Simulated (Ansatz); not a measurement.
Basis sets compared for Cu3H6⁻ (the lowest singlet isomer of a short search). Total charge -1; singlet. Geometry r2SCAN-D4/def2-SVPD. Ansatz on 4 threads of Arm Neoverse V1 on a shared host; times are rough, and most runs start from earlier orbitals.

```xyz
9

Cu   -0.020    1.654   -0.784
Cu   -0.173    0.050    1.089
Cu    0.253   -1.724   -0.575
H     0.472   -2.738   -1.724
H     0.129   -0.021   -0.484
H     0.092    2.568   -2.030
H    -0.460    0.123    2.573
H     0.009   -1.500    1.068
H    -0.303    1.588    0.866
```

The 6-31G sets use Cartesian d functions. B3LYP takes the VWN-RPA correlation. The restricted singlet is unstable towards broken spin symmetry in Hartree–Fock (as tested in another run); at PBE-D4/def2-SVPD, B3LYP-D4/6-31G, B3LYP-D4/def2-TZVPD, PBE0-D4/def2-SVPD and others this wasn't settled. The structure comes from a short search, and lower isomers may exist.

```csv
level,functions,energy (Eh),HOMO (eV),LUMO (eV),wall time
PBE-D4/def2-SVPD,150,-4923.7745,-1.28,0.88,2.7 s
B3LYP-D4/6-31G,99,-4924.3993,-1.66,1.74,2.1 s
PBE0-D4/def2-SVPD,150,-4923.7549,-2.42,1.46,3.7 s
```

**Question.** Estimate the rows for PBE-D4/def2-TZVPD, B3LYP-D4/def2-TZVPD, PBE0-D4/def2-TZVPD (with forces).

**Answer.** 
```csv
level,functions,energy (Eh),HOMO (eV),LUMO (eV),wall time
PBE-D4/def2-TZVPD,198,-4924.5057,-1.31,0.89,3.6 s
B3LYP-D4/def2-TZVPD,198,-4925.3843,-2.30,1.29,6.5 s
PBE0-D4/def2-TZVPD (with forces),198,-4924.4631,-2.45,1.49,7.5 s
```
